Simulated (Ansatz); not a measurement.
Consider the redistribution: `C[SiH](F)CO` + `O[SiH](O)N[SiH2]Cl` → `C[SiH](F)N[SiH](O)O` + `OC[SiH2]Cl`.

Program: Ansatz. Geometries: PBE0-D4/def2-TZVP. ΔE: electronic, gas phase. CCSD(T)/CBS adds triple-zeta CCSD(T) − MP2 to the extrapolated MP2 energy (def2 sets, frozen cores). Functionals use def2-TZVPP. Each species was taken in one conformer, which may not be the lowest.

Problem. Is it downhill or uphill in electronic energy at CCSD(T)/CBS, and by how much? (Best estimate.)

Solution. Ansatz gave: Downhill: ΔE = -0.12 eV.

Problem. What do these levels give: B2PLYP, CCSD/def2-TZVPP, CCSD(T)/def2-TZVPP, MP2/def2-QZVPP, HF/CBS(def2), MP2/CBS(def2)? (An estimate is asked.)

Solution. Ansatz gave: B2PLYP -0.11, CCSD/def2-TZVPP -0.12, CCSD(T)/def2-TZVPP -0.12, MP2/def2-QZVPP -0.11, HF/CBS(def2) -0.10, MP2/CBS(def2) -0.11 eV.

Largest T1 diagnostic among the species: 0.011.
